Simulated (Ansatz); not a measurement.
BiH3 was relaxed with PBE-D4 (def2-TZVP) in Ansatz in these states: charge +1 doublet, neutral singlet. The geometries follow in no particular order.

In the def2 sets Bi takes a core potential; there is no spin–orbit coupling.

A:

```csv
atom,x (Å),y (Å),z (Å)
Bi1,0.3534,0.6693,0.2064
H2,-1.4291,0.3781,0.2271
H3,0.6195,-0.9380,0.9865
H4,0.4562,-0.1094,-1.4201
```

B:

```xyz
4

Bi   -0.277    0.364    0.066
H    -0.388   -0.753    1.447
H     1.412    0.899   -0.100
H    -0.746   -0.510   -1.412
```

Problem. Judge from the bond lengths which geometry belongs to which state (an estimate).

Solution. A is the neutral singlet (Bi1–H3 1.806 Å, Bi1–H4 1.806 Å, Bi1–H2 1.806 Å); B is the charge +1 doublet (Bi1–H3 1.780 Å, Bi1–H4 1.780 Å, Bi1–H2 1.780 Å).
